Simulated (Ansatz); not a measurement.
Consider the ligand exchange at a Zn–C bond: `[NH2][Zn][CH2]F` + `O[SiH3]` → `[NH2][Zn][O][SiH3]` + `CF`.

Computed with Ansatz on PBE0-D4/def2-TZVP structures; ΔE is electronic, products minus reactants. CCSD(T)/CBS adds triple-zeta CCSD(T) − MP2 to the extrapolated MP2 energy (def2 sets, frozen cores). This one scheme is used for every species. Functionals use def2-TZVPP. For Zn outer-core shells are correlated without core-valence functions, which leaves a few kJ/mol of doubt a bond. Scalar relativity is left out up to krypton. Each species was taken in one conformer, which may not be the lowest.

| level | ΔE (kJ/mol) |
| --- | --- |
| r2SCAN0 | -96.1 |
| CCSD/def2-SVP | -120.0 |
| SCS-MP2/def2-TZVPP | -106.5 |
| HF/def2-QZVPP | -122.5 |

**Question.** What does CCSD(T)/CBS give? (Best estimate.)

**Answer.** Ansatz gave: -99.9 kJ/mol. The listed levels differ from it by 3.8, -20.1, -6.6, -22.6 kJ/mol.

Largest T1 diagnostic among the species: 0.015.

At CCSD(T), def2-SVP lies −18.3 kJ/mol from the extrapolated value and def2-TZVPP −1.2 kJ/mol. From r2SCAN to r2SCAN0 (25 % exact exchange), in def2-TZVPP and without D4, ΔE moves by −3.9 kJ/mol.
